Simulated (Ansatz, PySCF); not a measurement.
This singlet lies 1.85 eV below the relaxed triplet at the level frozen-core CCSD(T)/cc-pVTZ // B3LYP-D3(BJ)/def2-TZVP (Ansatz, an electronic-structure program).

B3LYP has the VWN-RPA correlation part, as in Gaussian. 

Z-matrix (Å, degrees):
```
O
H 1 0.9632
Ge 1 1.8008 2 115.07
H 3 1.6230 1 95.83 2 0.00
```
Charge 0, spin multiplicity 1.

Predict the total energy, HOMO–LUMO gap, dipole moment, LUMO and HOMO from B3LYP-D3(BJ)/def2-TZVP in PySCF.


```yaml
total_energy: -2153.5122 Ha
HOMO–LUMO gap: 4.29 eV
dipole_moment: 0.237 e·Å
LUMO: -2.53 eV
HOMO: -6.82 eV
```
